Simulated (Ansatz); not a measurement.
Ansatz (an electronic-structure program) input (HF/3-21G): The .json file is the Basis Set Exchange's 3-21G.

Ansatz 0.2 input:
```yaml
crystal:
  periodic: [false, false, false]
  atoms:
    - {symbol: F, position_ang: [-1.23382778, -0.52687000, 0.01623409]}
    - {symbol: S, position_ang: [-0.00600079, 0.57790204, 0.00778957]}
    - {symbol: F, position_ang: [1.24449584, -0.50051141, -0.03008222]}
basis:
  gaussian:
    orbitals: 3-21G.json
hamiltonian:
  xc: {name: HF}
phonons: {temperatures: {t_min: 298.15, t_max: 298.15, t_step: 100}}
```

Which harmonic wavenumbers does it give?

339, 901, 915 cm⁻¹ (unscaled; negative means imaginary).
